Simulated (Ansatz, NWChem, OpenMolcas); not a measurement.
# A ladder of methods for SnH2Cl2 (SMILES [Cl][SnH2][Cl])

SnH2Cl2 has 5 atoms, charge 0, and is taken as a singlet. SMILES: `[Cl][SnH2][Cl]`. Geometry: relaxed at PBE0-D4/def2-TZVP.

```xyz
5

Cl   -1.7953   -0.3262    1.2065
Sn    0.1924   -0.1029    0.0386
Cl   -0.2504    1.2955   -1.7539
H     0.6022   -1.6263   -0.5821
H     1.3010    0.6863    1.0494
```

Each level gives the energy change with the Sn2–Cl3 bond stretched from 2.316 to 3.011 Å (eV). The values are calculated.

| level | kind | program | value (eV) | CPU time (all runs) |
| --- | --- | --- | --- | --- |
| BLYP/def2-SVPD (core potential) (restricted) | GGA | OpenMolcas | 0.94 | 54 s |
| B3LYP/def2-SVPD (core potential) (restricted) | global hybrid | NWChem | 1.16 | 45 s |
| BHLYP/def2-SVPD (core potential) (restricted) | global hybrid | OpenMolcas | 1.39 | 46 s |
| PBE0/def2-SVPD (core potential) (restricted) | global hybrid | OpenMolcas | 1.34 | 45 s |
| r2SCAN0/def2-SVPD (core potential) (restricted) | hybrid meta-GGA | Ansatz | 1.43 | 38 s |
| wB97M-V/def2-SVPD (core potential) (restricted) | range-separated hybrid | Ansatz | 1.43 | 2.8 min |
| wB97X/def2-SVPD (core potential) (restricted) | range-separated hybrid | Ansatz | 1.43 | 74 s |
| B2PLYP/def2-SVPD (core potential) (restricted) | double hybrid | Ansatz | 1.26 | 27 s |

The first shape isn't each level's own minimum. The values span 0.94 to 1.43 eV. CPU times are rough (shared hosts, several kinds of processor and program).
